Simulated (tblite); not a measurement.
C₅H₁₁BO.
Bonds: B1–O2, O2–C3, C3–C4, C3–C5, C3–C6, C6–C7 (double). Hydrogens: H8, H9 on B1; H10, H11, H12 on C4; H13, H14, H15 on C5; H16 on C6; H17, H18 on C7.

Computed with GFN2-xTB (tblite), gas phase: L-BFGS steps from a force-field or distance-geometry start until the largest atomic force falls under 0.01 eV/Å.

At the end of the run (lengths in Å): B1–O2 1.321, C4–H10 1.087, C5–H15 1.087, B1–H9 1.174, C4–H12 1.088, C3–C6 1.511, C4–H11 1.087, B1–O2–C3 126.7°, O2–C3–C4 110.2°, O2–C3–C5 106.3°, O2–C3–C6 112.4°, B1–O2–C3–C4 -61°, O2–C3–C6–C7 12°, H8–B1–O2–C3 0°, H16–C6–C3–O2 -169°.

**Question.** These geometries were met on the way; a selection of coordinates is given. Order them by energy above the end point, lowest first.
A. B1–O2 1.322, C4–H10 1.084, C5–H15 1.083, B1–H9 1.189, C4–H12 1.087, C3–C6 1.535, C4–H11 1.094, B1–O2–C3 136.3°, O2–C3–C4 102.1°, O2–C3–C5 107.6°, O2–C3–C6 118.0°, B1–O2–C3–C4 -103°, O2–C3–C6–C7 61°, H8–B1–O2–C3 -35°, H16–C6–C3–O2 -120°
B. B1–O2 1.307, C4–H10 1.084, C5–H15 1.089, B1–H9 1.188, C4–H12 1.088, C3–C6 1.506, C4–H11 1.088, B1–O2–C3 139.9°, O2–C3–C4 101.3°, O2–C3–C5 107.4°, O2–C3–C6 117.8°, B1–O2–C3–C4 -124°, O2–C3–C6–C7 67°, H8–B1–O2–C3 -6°, H16–C6–C3–O2 -120°
C. B1–O2 1.311, C4–H10 1.086, C5–H15 1.085, B1–H9 1.177, C4–H12 1.085, C3–C6 1.509, C4–H11 1.088, B1–O2–C3 133.6°, O2–C3–C4 105.3°, O2–C3–C5 105.8°, O2–C3–C6 117.5°, B1–O2–C3–C4 -123°, O2–C3–C6–C7 65°, H8–B1–O2–C3 2°, H16–C6–C3–O2 -119°
D. B1–O2 1.490, C4–H10 1.126, C5–H15 1.121, B1–H9 1.179, C4–H12 1.112, C3–C6 1.534, C4–H11 1.108, B1–O2–C3 112.8°, O2–C3–C4 112.4°, O2–C3–C5 106.7°, O2–C3–C6 111.9°, B1–O2–C3–C4 -63°, O2–C3–C6–C7 49°, H8–B1–O2–C3 -92°, H16–C6–C3–O2 -129°
E. B1–O2 1.342, C4–H10 1.090, C5–H15 1.083, B1–H9 1.199, C4–H12 1.086, C3–C6 1.522, C4–H11 1.088, B1–O2–C3 132.0°, O2–C3–C4 106.1°, O2–C3–C5 112.0°, O2–C3–C6 108.6°, B1–O2–C3–C4 -63°, O2–C3–C6–C7 56°, H8–B1–O2–C3 -89°, H16–C6–C3–O2 -119°

**Answer.** C (0.153 eV), B (0.253 eV), A (0.476 eV), E (0.770 eV), D (1.247 eV).

```
step  E above end (eV)  rms distance from the end, all atoms (Å)  largest force (eV/Å)  rms shift of all bonds from the end (Å)
  35             0.153                                     0.544                 0.319                                    0.003
  26             0.253                                     0.559                 0.427                                    0.007
  22             0.476                                     0.565                 0.990                                    0.011
  12             0.770                                     0.613                 0.386                                    0.009
   0             1.247                                     0.627                 3.021                                    0.045
```

Rows stand in the order of the answer.
